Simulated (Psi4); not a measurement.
CHO (SMILES [CH]=O), doublet, at a GFN2-xTB geometry, with bond 2-1 at 1.3 times its length; CAM-B3LYP/6-31G** in Psi4.

Here is a job for Psi4.
```
memory 2 GB

molecule {
0 2
C     0.05077793    0.58558918    0.01134278
O     0.07033488   -0.94802312   -0.02083489
H    -0.83124157    1.23936563    0.03921745
}

set {
  basis 6-31g**
  reference uks
  scf_type dfdirj+cosx
}

energy('cam-b3lyp')
print_variables()
```

Problem. What does Psi4 print? Leave out banner, timings and long lists.

Solution. 
```
   => Loading Basis Set <=

    Name: 6-31G**
    Role: ORBITAL
    Keyword: BASIS

Traceback (most recent call last):
  File "psi4", line 375, in <module>
  File "<string>", line 25, in <module>
  File "site-packages/psi4/driver/driver.py", line 533, in energy
  File "site-packages/psi4/driver/procrouting/proc.py", line 2760, in run_scf
  File "site-packages/psi4/driver/procrouting/proc.py", line 1939, in scf_helper
  File "site-packages/psi4/driver/procrouting/proc.py", line 1433, in scf_wavefunction_factory
  File "site-packages/psi4/driver/procrouting/proc.py", line 1397, in build_functional_and_disp
  File "site-packages/psi4/driver/procrouting/dft/superfunctionals.py", line 135, in build_superfunctional

psi4.driver.p4util.exceptions.ValidationError: SCF: SCF_TYPE (DFDIRJ+COSX) not supported for range-separated functionals, plese use SCF_TYPE = 'DF' to automatically select the correct JK build.

Printing out the relevant lines from the Psithon --> Python processed input file:
    """)
    core.IO.set_default_namespace("")
    core.set_global_option("BASIS", "6-31g**")
    core.set_global_option("REFERENCE", "uks")
    core.set_global_option("SCF_TYPE", "dfdirj+cosx")
--> energy('cam-b3lyp')
    print_variables()

!----------------------------------------------------------------------------------!
!                                                                                  !
!  SCF: SCF_TYPE (DFDIRJ+COSX) not supported for range-separated functionals,      !
!     plese use SCF_TYPE = 'DF' to automatically select the correct JK build.      !
!                                                                                  !
!----------------------------------------------------------------------------------!
```

The program refused the input.
